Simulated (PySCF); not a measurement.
Ge2H4NO, GeH4NOSi, AlGeH3NO (calculated)

All values are calculated (PySCF 2.14.0). Calculation on a computer-drawn molecule: the log of a Hartree-Fock and frozen-core CCSD(T) single point meant for a local Hartree-Fock minimum, with one planted fault or none, to be diagnosed. Offsets are logged minus clean, where the clean run is the same molecule without the fault. The reference is restricted for singlets and unrestricted otherwise, and also for a bond in bohr or an excited solution. Adding or removing an electron swaps singlet and doublet. The excited solution moves the top pair (singlet) or top alpha electron (doublet) to the lowest empty orbital. Highest occupied and lowest empty are orbital energies over both spins, largest force is the largest gradient component, triples share is (T) over the correlation energy, the T1 limit is 0.02 restricted and 0.045 unrestricted, electrons count all cores, a negative frequency is imaginary (commonest isotopes), and the dipole is about the centre of nuclear charge; on germanium a core potential holds 10 electrons, which the energies leave out, and 3d is frozen in MP2 and coupled-cluster steps.

Common to all runs: meant basis and core potential on germanium cc-pVDZ-PP ECP10MDF; logged SCF converged yes; logged CC converged yes; logged SCF stable within its kind yes; possible faults no fault, one electron removed, one electron added, multiplicity raised by two, geometry at a saddle point, SCF held on an excited solution, minimal basis STO-3G, one bond length entered in bohr, all coordinates scaled.

(1) Ge2H4NO

Logged structure:
```xyz
8
Ge2H4NO
O     -2.6915    -1.2352     2.4486
Ge    -1.6907    -0.1856     1.4705
N     -0.6365     0.8596     2.2239
Ge     0.5178     2.0566     1.4571
H     -3.2746    -1.8100     1.9734
H     -2.0094    -0.4592     0.0060
H      0.1710     3.4784     1.9467
H      1.9600     1.7151     1.8870
```

```
meant charge                         : 0
meant multiplicity                   : 2
meant basis                          : cc-pVDZ
logged electrons                     : 84
logged basis functions               : 94
logged spin squared                  : 0
logged highest occupied              : -0.11267 eV
logged lowest empty                  : 6.4497 eV
logged largest force                 : 0.091375 hartree/bohr
logged T1 diagnostic                 : 0.019267
logged D1 diagnostic                 : 0.060368
logged triples share                 : 0.03372
logged dipole magnitude              : 9.7269 debye
logged energy HF                     : -718.30023 hartree
logged energy CCSD(T)                : -718.9114 hartree
planted fault                        : one electron added
HF energy offset from clean run      : 20.53 kcal/mol
CCSD(T) energy offset from clean run : 1.975 kcal/mol
```

Drawn bonds:
```tsv
atom	other atom	order
1	2	1
2	3	2
3	4	1
1	5	1
2	6	1
4	7	1
4	8	1
```

(2) GeH4NOSi

Logged structure:
```xyz
8
GeH4NOSi
O     -0.7493    -2.7518    -1.5225
Ge    -0.3411    -1.1169    -1.8103
N      0.6374    -0.2363    -0.7529
Si     1.5456     0.6662     0.1800
H     -0.4237    -3.1967    -0.7474
H     -0.9545    -0.6135    -3.0802
H      0.9742     1.4583     1.2668
H      2.9940     0.7347     0.0005
```

```
meant charge                         : 1
meant multiplicity                   : 1
meant basis                          : cc-pV(D+d)Z
logged electrons                     : 63
logged basis functions               : 94
logged spin squared                  : 0.7628
logged highest occupied              : -24.06 eV
logged lowest empty                  : -12.379 eV
logged largest force                 : 0.076208 hartree/bohr
logged T1 diagnostic                 : 0.034274
logged D1 diagnostic                 : 0.18295
logged triples share                 : 0.028734
logged dipole magnitude              : 7.951 debye
logged energy HF                     : -713.20112 hartree
logged energy CCSD(T)                : -713.72398 hartree
planted fault                        : one electron removed
HF energy offset from clean run      : 323.1 kcal/mol
CCSD(T) energy offset from clean run : 349 kcal/mol
```

Drawn bonds:
```tsv
atom	other atom	order
1	2	1
2	3	2
3	4	1
1	5	1
2	6	1
4	7	1
4	8	1
```

(3) GeH4NOSi

Logged structure:
```xyz
8
GeH4NOSi
O     -0.6961    -2.5564    -1.4144
Ge    -0.3168    -1.0376    -1.6818
N      0.5921    -0.2195    -0.6994
Si     1.4358     0.6189     0.1672
H     -0.3936    -2.9697    -0.6944
H     -0.8868    -0.5700    -2.8615
H      0.9051     1.3548     1.1769
H      2.7815     0.6825     0.0005
```

```
meant charge                         : 1
meant multiplicity                   : 1
meant basis                          : cc-pV(D+d)Z
logged electrons                     : 64
logged basis functions               : 94
logged spin squared                  : 0
logged highest occupied              : -16.986 eV
logged lowest empty                  : -3.1752 eV
logged largest force                 : 0.076213 hartree/bohr
logged T1 diagnostic                 : 0.015738
logged D1 diagnostic                 : 0.047119
logged triples share                 : 0.025362
logged dipole magnitude              : 3.5963 debye
logged energy HF                     : -713.65149 hartree
logged energy CCSD(T)                : -714.19393 hartree
planted fault                        : all coordinates scaled, by -7.1 %
HF energy offset from clean run      : 40.51 kcal/mol
CCSD(T) energy offset from clean run : 54.06 kcal/mol
```

Drawn bonds:
```tsv
atom	other atom	order
1	2	1
2	3	2
3	4	1
1	5	1
2	6	1
4	7	1
4	8	1
```

(4) AlGeH3NO

Logged structure:
```xyz
7
AlGeH3NO
O     -1.3937    -3.4541     3.3264
Ge    -1.4419    -2.2482     1.9969
N      0.1303    -1.3922     1.9056
Al     1.4347    -0.4476     1.7052
H     -0.7774    -3.2178     4.0051
H     -1.7459    -3.0915     0.7316
H      2.6873     0.4556     1.5452
```

```
meant charge                         : 0
meant multiplicity                   : 2
meant basis                          : cc-pV(D+d)Z
logged electrons                     : 62
logged basis functions               : 89
logged spin squared                  : 0
logged highest occupied              : -15.544 eV
logged lowest empty                  : -5.5187 eV
logged largest force                 : 0.097203 hartree/bohr
logged T1 diagnostic                 : 0.025112
logged D1 diagnostic                 : 0.087766
logged triples share                 : 0.035768
logged dipole magnitude              : 5.8534 debye
logged energy HF                     : -666.07658 hartree
logged energy CCSD(T)                : -666.61489 hartree
planted fault                        : one electron removed
HF energy offset from clean run      : 149.8 kcal/mol
CCSD(T) energy offset from clean run : 150.2 kcal/mol
```

Drawn bonds:
```tsv
atom	other atom	order
1	2	1
2	3	1
3	4	2
1	5	1
2	6	1
4	7	1
```

Notes: T1 above single-reference limit.
